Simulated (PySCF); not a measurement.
Al(Cl)2(GeH3) (AlCl2GeH3), SMILES [Cl][Al]([Cl])[GeH3]. Atoms are numbered in the order given.

```xyz
7

Al     0.3880    -0.3315     0.3288
Cl     2.3831    -0.6443    -0.2464
Cl    -0.2307    -1.2719     2.1019
Ge    -1.1595     1.0290    -0.9983
H     -2.0175     1.9214    -0.0831
H     -0.4013     1.9213    -1.9962
H     -2.1116     0.1145    -1.7933
```

Geometry optimised at PBE0-D3(BJ)/def2-SVP. The structure was generated by enumeration; whether it is a known compound was not checked.

The numbers are results of PBE/pcSseg-1 (PySCF), not measurements.

GIAO shieldings, no solvent; atoms listed in one row are averaged. δ = σ(ref) − σ: ³⁵Cl against HCl (σ = 936.5 ppm); ⁷³Ge against GeH4 (σ = 1614.4 ppm); ¹H against TMS (σ = 31.49 ppm), references at their B3LYP-D3(BJ)/def2-TZVP geometries, non-relativistic (without spin–orbit terms, shifts of atoms bonded to Cl or Br come out too high).

Problem. Estimate the chemical shifts. (An estimate is asked for; the answer gives what the named calculation found.)

Solution. 
```csv
nucleus,atoms,count,δ (ppm)
³⁵Cl,Cl2,1,163.5
³⁵Cl,Cl3,1,161.8
⁷³Ge,Ge4,1,-66.7
¹H,"H5, H6, H7",3,3.63
```
